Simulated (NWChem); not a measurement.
System: C4H4O2; SMILES O=C1C(OC1)=C

The following NWChem deck was run.

```
start job
memory heap 200 mb stack 900 mb global 1100 mb
geometry units angstroms noautoz
  C      1.113222     1.685298     0.000000
  C      0.218727     0.697964     0.000000
  O     -1.153848     0.743021     0.000000
  C     -1.297785    -0.689582     0.000000
  C      0.231887    -0.798965     0.000000
  O      1.043142    -1.671698     0.000000
  H      0.812069     2.734389     0.000000
  H      2.172837     1.427331     0.000000
  H     -1.802953    -1.064072    -0.904927
  H     -1.802953    -1.064072     0.904927
end
basis spherical
  * library def2-svp
end
dft
  xc m06-2x
  iterations 150
  mulliken
end
task dft energy
```

The geometry was optimised at PBE0/def2-SVP.

**Question.** Predict the main results of this run. (M06-2X/def2-SVP.) Quantities: energy (Ha); highest occupied level (eV); orbital gap (eV); dipole (D).

**Answer.** 
```
Item                          Result
---------------------------  -------
energy (Ha)                  -304.85
highest occupied level (eV)    -8.44
orbital gap (eV)                7.58
dipole (D)                      1.07
```
